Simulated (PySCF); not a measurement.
Excitations are Tamm–Dancoff values on a coarser integration grid. The basis has no diffuse functions, so Rydberg states are missing or too high.

## CH$_{8}$Si$_{3}$, SMILES `C[Si](=[SiH2])[SiH3]` (charge 0, multiplicity 1)

The numbers are results of PBE0-D3(BJ)/def2-TZVP (PySCF), not measurements.

The HOMO comes out as -5.72 eV, the dipole moment comes out as 1.26 D and the HOMO–LUMO gap is 4.14 eV. The LUMO is -1.58 eV, the S1 excitation (TDA) is 3.94 eV and the S1 oscillator strength is 0.002. The brightest of the four lowest singlets (TDA) is 4.23 eV and the T1 excitation (TDA) comes out as 1.86 eV. The S1–T1 gap (TDA) comes out as 2.08 eV and the vertical ionisation energy (Delta-SCF) is 7.41 eV. The total energy comes out as -910.9764 Ha and the cost is very roughly 2.5 core-minutes.

```xyz
12

C      1.9373    -0.2841    -0.3936
Si     0.1671     0.1786     0.0189
Si    -0.4568     2.1794     0.4284
Si    -1.4950    -1.4297     0.0348
H      2.3215    -1.0094     0.3270
H      2.5754     0.6007    -0.3697
H      1.9962    -0.7292    -1.3892
H     -1.8690     2.4769     0.7522
H      0.4448     3.3547     0.4656
H     -1.6344    -2.0880    -1.2939
H     -1.2150    -2.4958     1.0363
H     -2.7721    -0.7541     0.3833
```
